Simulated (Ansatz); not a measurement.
`N[SiH2]C[SiH2]Cl` + H₂ → `N[SiH3]` + `C[SiH2]Cl`  (hydrogenolysis of the Si–C bond)

Calculated with Ansatz (gas phase, PBE0-D4/def2-TZVP geometries, no zero-point term in ΔE). CCSD(T)/CBS adds triple-zeta CCSD(T) − MP2 to the extrapolated MP2 energy (def2 sets, frozen cores). This one scheme is used for every species. DFT in def2-TZVPP. B3LYP here is the variant with VWN-RPA as its local correlation; programs differ in this. One conformer a species, not always the lowest.

`N[SiH2]C[SiH2]Cl`:

Z-matrix (Å, degrees):
```
Si
C 1 1.873
N 1 1.721 2 109.5
H 1 1.484 2 111.5 3 117.1
H 1 1.495 2 106.8 3 -124.8
Si 2 1.855 1 115.7 3 172.3
H 2 1.098 1 108.2 3 52.9
H 2 1.095 1 109.0 3 -63.3
H 3 1.008 1 120.7 2 -62.3
H 3 1.007 1 119.0 2 154.9
Cl 6 2.063 2 110.0 1 53.8
H 6 1.484 2 112.0 1 172.5
H 6 1.483 2 111.1 1 -64.8
```

H₂:

Z-matrix (Å, degrees):
```
H
H 1 0.746
```

`N[SiH3]`:

```xyz
7

N     1.011   -0.226   -0.253
Si   -0.586    0.242    0.180
H     1.237   -0.391   -1.221
H     1.525   -0.855    0.343
H    -0.989    1.365   -0.706
H    -1.633   -0.817    0.058
H    -0.564    0.681    1.599
```

`C[SiH2]Cl`:

Cartesian coordinates in Å:
```
C -0.409 0.886 -0.262
Si 0.327 -0.783 0.087
Cl 0.855 -0.906 2.076
H -0.690 0.959 -1.316
H 0.308 1.679 -0.041
H -1.303 1.049 0.344
H 1.557 -1.012 -0.710
H -0.644 -1.873 -0.179
```

| level | ΔE (kcal/mol) |
| --- | --- |
| r2SCAN-D4 | -2.3 |
| PBE0-D4 | -2.6 |
| B3LYP-D4 | -3.2 |
| B2PLYP | -5.0 |
| r2SCAN | -3.0 |
| SCS-MP2/def2-TZVPP | -3.4 |
| CCSD/def2-TZVPP | -4.3 |
| CCSD(T)/def2-TZVPP | -3.0 |

(1) What does CCSD(T)/CBS give? (Estimate.)

Largest T1 diagnostic among the species: 0.010.

## Answers

(1) Computed: -2.3 kcal/mol. The listed levels differ from it by 0.0, -0.3, -0.9, -2.7, -0.7, -1.1, -2.0, -0.7 kcal/mol.

In def2-TZVPP, CCSD(T) changes the Hartree–Fock value by +7.0 kcal/mol (the triples alone add +1.3 kcal/mol) and MP2 by +8.5 kcal/mol. The D4 term adds +3.8 kcal/mol with B3LYP and +2.2 kcal/mol with PBE0; it sums over pairs of atoms, weighted by their polarisabilities, and B3LYP, whose exchange is more repulsive, gets the larger term.
